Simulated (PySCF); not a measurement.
Ligands exchanged one at a time, Ga F-OH. Isolated molecules, 0 K electronic values unless said otherwise. One relaxed conformer stands for each flexible species; it need not be the lowest. Strings in code marks are SMILES.

Calculation: B3LYP-D3(BJ)/def2-TZVP // PBE0-D4/def2-TZVP run with PySCF. B3LYP has the VWN-RPA correlation part, as in Gaussian. Excitations are Tamm–Dancoff values on a coarser integration grid. The basis has no diffuse functions, so Rydberg states are missing or too high.

| species | T1 excitation (TDA) (eV) | S1 oscillator strength | HOMO–LUMO gap (eV) | HOMO (eV) | S1 excitation (TDA) (eV) |
|---|---|---|---|---|---|
| 0 of 3 F replaced by OH | 6.86 | 0.000 | 8.68 | -11.47 | 7.22 |
| 1 of 3 F replaced by OH (`[OH][Ga]([F])[F]` (H–O–Ga–F torsion 180°)) | 5.70 | 0.021 | 7.52 | -9.73 | 6.18 |
| 2 of 3 F replaced by OH | 5.64 | 0.000 | 7.37 | -9.07 | 6.04 |
| 3 of 3 F replaced by OH (`[OH][Ga]([OH])[OH]`) | 5.75 | 0.000 | 7.40 | -8.68 | 6.13 |
